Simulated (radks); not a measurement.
Task: Radial electron density D(r) = 4 pi r^2 rho(r) of an atom or ion with 18 electrons. All-electron calculation, scalar-relativistic Kohn-Sham, BLYP, spin-polarised, spherical densities, finite nucleus; Fermi nuclear charge, rms radius of each element as measured or else 0.836 A^(1/3) + 0.57 fm. Program: a radial shooting solver on a logarithmic mesh with Libxc functionals.

| r (bohr) | D(r) (e/bohr) |
|---|---|
| 0.001362 | 4.359 |
| 0.001523 | 5.246 |
| 0.001703 | 6.300 |
| 0.00189 | 7.450 |
| 0.002114 | 8.902 |
| 0.002346 | 10.47 |
| 0.002624 | 12.44 |
| 0.002935 | 14.71 |
| 0.003256 | 17.14 |
| 0.003642 | 20.10 |
| 0.004042 | 23.20 |
| 0.004521 | 26.92 |
| 0.005056 | 31.05 |
| 0.00561 | 35.21 |
| 0.006275 | 40.02 |
| 0.006963 | 44.71 |
| 0.007788 | 49.91 |
| 0.008711 | 55.11 |
| 0.009666 | 59.80 |
| 0.01081 | 64.47 |
| 0.012 | 68.28 |
| 0.01342 | 71.57 |
| 0.01501 | 73.84 |
| 0.01665 | 74.89 |
| 0.01863 | 74.85 |
| 0.02067 | 73.82 |
| 0.02312 | 71.88 |
| 0.02586 | 69.52 |
| 0.02869 | 67.49 |
| 0.03209 | 66.13 |
| 0.0359 | 66.24 |
| 0.03983 | 68.09 |
| 0.04455 | 72.05 |
| 0.04943 | 77.21 |
| 0.05529 | 83.46 |
| 0.06185 | 89.02 |
| 0.06862 | 92.10 |
| 0.07676 | 91.75 |
| 0.08517 | 87.26 |
| 0.09526 | 78.11 |
| 0.1066 | 65.86 |
| 0.1182 | 53.83 |
| 0.1322 | 42.82 |
| 0.1467 | 36.35 |
| 0.1641 | 34.21 |
| 0.1836 | 36.10 |
| 0.2037 | 39.25 |
| 0.2278 | 41.27 |
| 0.2528 | 39.94 |
| 0.2828 | 34.57 |
| 0.3163 | 26.35 |
| 0.3509 | 18.09 |
| 0.3925 | 10.46 |
| 0.4356 | 5.445 |
| 0.4872 | 2.279 |
| 0.5449 | 0.7892 |
| 0.6046 | 0.2451 |
| 0.6763 | 0.05615 |
| 0.7504 | 0.01151 |
| 0.8394 | 0.001588 |

What is the nuclear charge?

Result: Z = 57. The innermost maximum, from 1s, lies near gamma/Z bohr with gamma = sqrt(1 - (Z/c)^2) = 0.909, here 0.016 bohr (found: 0.0176), and its height grows with Z. The density is that of the lanthanum ion La39+ in [Ar]; the configuration itself is not fixed sharply by these data, and Z only to a few units. D(r) has 3 maxima, at r = 0.0176, 0.0720, 0.232 bohr, and minima at 0.0337, 0.163 bohr, inside which lie 1.97, 10.38 electrons.
